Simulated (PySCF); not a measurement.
# GeO⁺: from constants to spectrum

PBE0 constants of GeO⁺, ²Π (doublet), unpaired electrons π ↑ (PySCF, scalar-relativistic core potentials, basis sets Ge cc-pVTZ-PP with ECP10, O cc-pVTZ; masses 73.9212 and 15.9949 u):

- ωe: 747.7 cm⁻¹
- ωexe: 3.24 cm⁻¹
- Be: 0.40886 cm⁻¹
- αe: 0.00273 cm⁻¹
- D (centrifugal): 4.89e-07 cm⁻¹
- De to Ge⁺ + O: 3.79 eV

**Question.** Give the vibrational terms G(v) and spacings up to v = 6.

**Answer.** G(v) = ωe(v+½) − ωexe(v+½)².

```
v  G(v) (cm⁻¹)  G(v) − G(v−1)  Bv (cm⁻¹)
0        373.0                    0.4075
1       1114.3          741.2     0.4048
2       1849.0          734.7     0.4020
3       2577.3          728.3     0.3993
4       3299.0          721.8     0.3966
5       4014.3          715.3     0.3938
6       4723.2          708.8     0.3911
```

**Question.** How well does the Morse estimate ωe²/(4ωexe) reproduce De, and what is D0?

**Answer.** It gives 5.35 eV, 141 % of the computed De. D0 = De − G(0) = 3.79 − 0.05 = 3.74 eV.

Spin–orbit coupling is left out. For an ion De counts to the pair picked by the measured ionisation energies or electron affinities, which need not be the lowest pair at this level. The state was picked by a PBE0 search and need not be the measured ground state.
